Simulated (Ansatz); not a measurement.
Born–Oppenheimer molecular dynamics of BClFH₃O₂ (8 atoms, charge 0, multiplicity 1). It starts at the highest image of a converged band. Of that band: The profile has 2 maxima (images 4, 6) with wells between them (image 5): this band takes more than one step, which may be the mechanism or a detour left from its start path. A vibrational analysis at the climbing image gives one clearly imaginary mode, 898i cm⁻¹: a first-order saddle point.

Theory: Ansatz, RKS r2SCAN-D4/def2-SVP.

```json
{"ensemble": "NVE (velocity Verlet)", "time step": "0.5 fs", "steps asked": "200", "starting velocities drawn for": "300 K", "seed": "3196"}
```

First frame:

```xyz
8
Properties=species:S:1:pos:R:3
B -0.072 0.059 -0.015
O 0.033 -0.141 1.491
H -0.797 -0.482 1.859
O 0.976 -0.340 -0.773
H 1.820 -0.288 -0.308
Cl -1.725 -0.224 -0.651
F 0.067 1.708 0.387
H 0.042 1.079 1.353
```

(1) How far do the bonds stretch over the last three quarters of this one trajectory? (Pairs bonded in most of those frames.)

## Answers

(1) 
```tsv
bond	mean (Å)	spread (Å)	shortest	longest
B1–O2	1.372	0.030	1.32	1.42
B1–O4	1.351	0.014	1.33	1.38
B1–Cl6	1.775	0.024	1.73	1.82
O2–H3	0.969	0.034	0.92	1.02
O4–H5	0.968	0.015	0.94	0.99
F7–H8	0.929	0.009	0.91	0.96
```

Mean temperature of the second half: 759 K. The conserved energy stayed within 0.33 meV per atom of its start (net change 0.086 meV per atom), so the integration is sound. The kinetic energy rose, since the run started high on the potential surface and went downhill. It ends in pieces (BClH2O2 + FH), so much of that is their flight and rotation, not heat. A run of 0.1 ps of so small a system gives no equilibrium averages. The orbitals stay closed-shell, which can raise the energy where a bond breaks towards radicals; this wasn't checked here.

Time of the run: 7.3 min on 2 threads of AMD EPYC 7R43 64-Core Processor (Zen 3), with other jobs on the host, peak memory 0.16 GiB.
